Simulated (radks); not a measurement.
Task: Ne, 10 electrons, occupied as [Ne] (the NIST ground configuration). Calculated with a radial shooting solver on a logarithmic mesh with Libxc functionals: scalar-relativistic Kohn-Sham, LDA (Slater exchange, Perdew-Wang correlation), spin-polarised, spherical densities, point nucleus; hard spherical wall at 15 bohr. Some entries of the table are withheld. Estimate them.

orbital,occ.,eigenvalue (eV),<r^2> (bohr^2)
1s,2,-825.7959,0.03397
2s,2,-36.1156,0.9960
2p,6,-13.5340,(1)
3s,0,0.0503,43.30
3p,0,1.0099,73.98
3d,0,1.9132,(2)

Result: 
(1) 2p <r^2> (bohr^2): 1.297
(2) 3d <r^2> (bohr^2): 94.53
